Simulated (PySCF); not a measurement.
NMR data simulated for an unnamed compound:

1H NMR (500 MHz, computed): δ 6.32 (br s, 1H), 5.94 (br s, 1H), 5.55 (d, 1H), 3.61 (m, 1H), 2.28 (s, 3H), 1.55 (br s, 1H), 1.25 (br s, 1H), 0.77 (m, 1H), 0.76 (m, 1H), -0.40 (m, 1H).

13C{1H} NMR (computed): δ 149.9 (C), 138.7 (CH2), 26.5 (CH3), 4.2 (CH), -4.0 (CH2).

One averaged value for each set of equivalent atoms, one computed conformer, isolated molecule, no relativistic terms. NMR shieldings at PBE0/pcSseg-1/GIAO; geometry: GFN2-xTB; PySCF 2.14.

Chemical shifts δ = σref − σ; 1H (31.72 ppm), 13C (186.93 ppm) vs TMS, all at this level.

Q: Which of these does the molecule contain: a heteroaromatic ring, a benzene ring, an S-methyl group, a Si–H bond, a non-aromatic C=C double bond, an OH group?

A: 
- A heteroaromatic ring: no.
- A benzene ring: no.
- An S-methyl group: no.
- A Si–H bond: yes (δH 3.61 (m)).
- A non-aromatic C=C double bond: yes.
- An OH group: yes (δH 1.25 (br s)).

The data belong to `C=C(C)[Si@@H]1C[C@@H]1[SiH](O)O`, C$_{5}$H$_{12}$O$_{2}$Si$_{2}$; they needn't prove each group on their own.

Carbon signals by region: 2 in the sp2 and nitrile region (100–160 ppm), 3 below 50 ppm.

Exchangeable OH/NH protons stand at their gas-phase positions; hydrogen bonding in a real sample shifts them, mostly to higher δ. Shifts are as computed. Against solution values, carbons near 30 ppm lie about +3 ppm off and those near 130 ppm about +5 ppm. Of 1309 compounds with measured shifts, 239 miss one by over three times the rms of a fit or turn the order of signals round; such compounds aren't used in these exercises. Multiplicities follow the n + 1 count of equivalent neighbours, as no J values were calculated; m marks all less simple cases, F and P coupling included.
